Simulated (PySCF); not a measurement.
**Atomic charges against the basis set**

Species: C₂H₄BF₃S.
Cartesian coordinates in Å at the PBE0-D3(BJ)/def2-SVP level; atoms count from 1:
```xyz
11
C2H4BF3S angstrom
F      1.7859   -1.5851    0.5260
C      1.6606   -0.2453    0.3037
S      0.7265    0.1152   -1.1865
C     -0.9459   -0.4097   -0.6327
B     -1.4248    0.8280    0.1839
F     -2.0713    1.8292   -0.3821
F     -1.1437    0.9571    1.4733
H      2.6552    0.2022    0.1455
H      1.1807    0.2145    1.1820
H     -1.5306   -0.5766   -1.5474
H     -0.8544   -1.3549   -0.0813
```

PBE0 throughout (PySCF), one geometry, spherical d and f functions. Isolated species at its PBE0-D3(BJ)/def2-SVP geometry (one conformer only). Atoms taken as equivalent share a column and are averaged. The first 7 of 8 kinds of atom are listed.

Mulliken charges (e):

```json
{"basis": "STO-3G", "functions": "43", "F1": "-0.104", "C2": "-0.130", "S3": "+0.135", "C4": "-0.340", "B5": "+0.355", "F6/F7": "-0.127", "H8/H9": "+0.084"}
{"basis": "6-31G", "functions": "75", "F1": "-0.319", "C2": "-0.279", "S3": "+0.299", "C4": "-0.830", "B5": "+0.783", "F6/F7": "-0.292", "H8/H9": "+0.220"}
{"basis": "pcSseg-0", "functions": "75", "F1": "-0.359", "C2": "-0.315", "S3": "+0.216", "C4": "-1.146", "B5": "+1.018", "F6/F7": "-0.310", "H8/H9": "+0.285"}
{"basis": "6-31G*", "functions": "110", "F1": "-0.317", "C2": "-0.153", "S3": "+0.128", "C4": "-0.727", "B5": "+0.703", "F6/F7": "-0.256", "H8/H9": "+0.203"}
{"basis": "cc-pVDZ", "functions": "122", "F1": "-0.220", "C2": "+0.098", "S3": "-0.052", "C4": "-0.240", "B5": "+0.265", "F6/F7": "-0.095", "H8/H9": "+0.079"}
{"basis": "def2-SVP", "functions": "122", "F1": "-0.256", "C2": "+0.155", "S3": "-0.108", "C4": "-0.249", "B5": "+0.280", "F6/F7": "-0.105", "H8/H9": "+0.082"}
{"basis": "aug-cc-pVDZ", "functions": "201", "F1": "-0.427", "C2": "+0.667", "S3": "+0.222", "C4": "+0.180", "B5": "+1.303", "F6/F7": "-0.417", "H8/H9": "-0.200"}
{"basis": "6-311+G(2d,p)", "functions": "221", "F1": "-0.218", "C2": "-0.241", "S3": "+0.144", "C4": "-0.728", "B5": "+0.895", "F6/F7": "-0.302", "H8/H9": "+0.183"}
{"basis": "def2-TZVP", "functions": "247", "F1": "-0.203", "C2": "-0.030", "S3": "-0.058", "C4": "-0.267", "B5": "+0.436", "F6/F7": "-0.232", "H8/H9": "+0.135"}
{"basis": "cc-pVTZ", "functions": "270", "F1": "-0.204", "C2": "+0.097", "S3": "-0.072", "C4": "-0.216", "B5": "+0.369", "F6/F7": "-0.186", "H8/H9": "+0.078"}
{"basis": "IGLO-III", "functions": "294", "F1": "-0.252", "C2": "-0.143", "S3": "+0.180", "C4": "-0.588", "B5": "+0.864", "F6/F7": "-0.348", "H8/H9": "+0.145"}
{"basis": "pcSseg-2", "functions": "315", "F1": "-0.278", "C2": "+0.183", "S3": "-0.021", "C4": "-0.197", "B5": "+0.656", "F6/F7": "-0.328", "H8/H9": "+0.060"}
```

IAO charges (e):

```json
{"basis": "STO-3G", "functions": "43", "F1": "-0.133", "C2": "-0.200", "S3": "+0.198", "C4": "-0.496", "B5": "+0.431", "F6/F7": "-0.165", "H8/H9": "+0.123"}
{"basis": "6-31G", "functions": "75", "F1": "-0.285", "C2": "-0.102", "S3": "+0.116", "C4": "-0.536", "B5": "+0.677", "F6/F7": "-0.299", "H8/H9": "+0.171"}
{"basis": "pcSseg-0", "functions": "75", "F1": "-0.272", "C2": "-0.099", "S3": "+0.102", "C4": "-0.538", "B5": "+0.661", "F6/F7": "-0.287", "H8/H9": "+0.169"}
{"basis": "6-31G*", "functions": "110", "F1": "-0.298", "C2": "-0.061", "S3": "+0.130", "C4": "-0.534", "B5": "+0.721", "F6/F7": "-0.312", "H8/H9": "+0.154"}
{"basis": "cc-pVDZ", "functions": "122", "F1": "-0.300", "C2": "-0.058", "S3": "+0.131", "C4": "-0.529", "B5": "+0.706", "F6/F7": "-0.308", "H8/H9": "+0.155"}
{"basis": "def2-SVP", "functions": "122", "F1": "-0.301", "C2": "-0.054", "S3": "+0.134", "C4": "-0.527", "B5": "+0.704", "F6/F7": "-0.307", "H8/H9": "+0.153"}
{"basis": "aug-cc-pVDZ", "functions": "201", "F1": "-0.319", "C2": "-0.059", "S3": "+0.136", "C4": "-0.534", "B5": "+0.720", "F6/F7": "-0.316", "H8/H9": "+0.162"}
{"basis": "6-311+G(2d,p)", "functions": "221", "F1": "-0.320", "C2": "-0.066", "S3": "+0.147", "C4": "-0.543", "B5": "+0.726", "F6/F7": "-0.319", "H8/H9": "+0.163"}
{"basis": "def2-TZVP", "functions": "247", "F1": "-0.319", "C2": "-0.063", "S3": "+0.150", "C4": "-0.547", "B5": "+0.734", "F6/F7": "-0.322", "H8/H9": "+0.161"}
{"basis": "cc-pVTZ", "functions": "270", "F1": "-0.315", "C2": "-0.062", "S3": "+0.142", "C4": "-0.545", "B5": "+0.733", "F6/F7": "-0.320", "H8/H9": "+0.161"}
{"basis": "IGLO-III", "functions": "294", "F1": "-0.321", "C2": "-0.068", "S3": "+0.155", "C4": "-0.548", "B5": "+0.731", "F6/F7": "-0.321", "H8/H9": "+0.163"}
{"basis": "pcSseg-2", "functions": "315", "F1": "-0.319", "C2": "-0.064", "S3": "+0.148", "C4": "-0.547", "B5": "+0.734", "F6/F7": "-0.321", "H8/H9": "+0.162"}
```

Some averages cover members that differ in this geometry, most widely: H8/H9, Mulliken in aug-cc-pVDZ -0.260 to -0.139; F6/F7, Mulliken in aug-cc-pVDZ -0.434 to -0.401 e.

Q: Which scheme is steadiest as the basis changes?

A: Largest range over the bases for any column: IAO 0.30 e, Mulliken 1.33 e. IAO charges move least and Mulliken charges most, counted in e. Without the minimal STO-3G basis the ranges are IAO 0.07, Mulliken 1.33 e.

Q: How much do the charges still move between the two largest bases, IGLO-III and pcSseg-2?

A: At most, over all atoms: Mulliken 0.392 e, IAO 0.007 e.

Q: What do the same runs give for the total energy, the frontier levels and the dipole moment?

A: 
```csv
basis,energy (Eh),HOMO (eV),LUMO (eV),μ (D)
STO-3G,-790.8246,-3.59,3.92,0.39
6-31G,-800.6023,-7.41,-0.39,0.35
pcSseg-0,-799.3705,-7.64,-0.47,0.31
6-31G*,-800.7250,-7.11,-0.01,0.38
cc-pVDZ,-800.7757,-7.15,-0.14,0.29
def2-SVP,-800.3276,-7.22,-0.16,0.30
aug-cc-pVDZ,-800.8101,-7.32,-0.60,0.36
"6-311+G(2d,p)",-800.9042,-7.34,-0.62,0.35
def2-TZVP,-800.9469,-7.30,-0.44,0.38
cc-pVTZ,-800.9316,-7.27,-0.35,0.37
IGLO-III,-800.9529,-7.28,-0.47,0.36
pcSseg-2,-800.9525,-7.35,-0.52,0.35
```
